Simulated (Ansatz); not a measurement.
`CB(O)S` + H–F → `CB(O)F` + H₂S at 600 K and 1 bar (ligand exchange at a B–S bond).

Calculated with Ansatz (gas phase, PBE0-D4/def2-TZVP geometries, no zero-point term in ΔE). CCSD(T)/CBS adds triple-zeta CCSD(T) − MP2 to the extrapolated MP2 energy (def2 sets, frozen cores). This one scheme is used for every species. Each species was taken in one conformer, which may not be the lowest.

| species | CCSD(T)/CBS energy (Eh) | H − E (kJ/mol) | S (J/(mol·K)) |
| --- | --- | --- | --- |
| `CB(O)S` | -538.90144 | 223.8 | 393.5 |
| H–F | -100.39570 | 42.3 | 194.0 |
| `CB(O)F` | -240.35473 | 198.2 | 359.9 |
| H₂S | -398.97279 | 60.8 | 230.9 |

H − E and S are ideal-gas, rigid-rotor, harmonic terms from PBE0-D4/def2-TZVP, for one conformer and one mirror image of each species. 1 Eh = 2625.50 kJ/mol, R = 8.31446 J/(mol·K).

Problem. By hand: ΔE, ΔH, ΔS and ΔG.

Solution. ΔE = (-240.35473) + (-398.97279) − (-538.90144) − (-100.39570) = -0.03038 Eh = -79.8 kJ/mol. Δ(H − E) = 198.2 + 60.8 − 223.8 − 42.3 = -7.1, so ΔH = -86.9 kJ/mol. ΔS = 359.9 + 230.9 − 393.5 − 194.0 = 3.3 J/(mol·K). ΔG = -86.9 − 600 × (3.3)/1000 = -88.9 kJ/mol.

Problem. By hand: the equilibrium constant, and the temperature at which ΔG would vanish if ΔH and ΔS stayed fixed.

Solution. log₁₀ K = −ΔG/(RT ln 10) = 7.7. ΔH and −TΔS have one sign here, so there is no such temperature.

The number of gas molecules stays the same, so ΔS is small and ΔH decides. A doubt of 5 kJ/mol in ΔE shifts log₁₀ K by 0.4 here. Other conformers and mirror images would add mixing entropy, several J/(mol·K) or more a flexible species. Modes under 60 cm⁻¹, often nearly free rotors, make the harmonic entropy too high. These are equilibria of isolated gas molecules and say nothing of rates. Largest T1 diagnostic: 0.012 (customary marks: 0.02 for closed shells, 0.045 for open ones).

ΔS is within the doubt of such terms, so its sign, and with it that verdict, could turn.
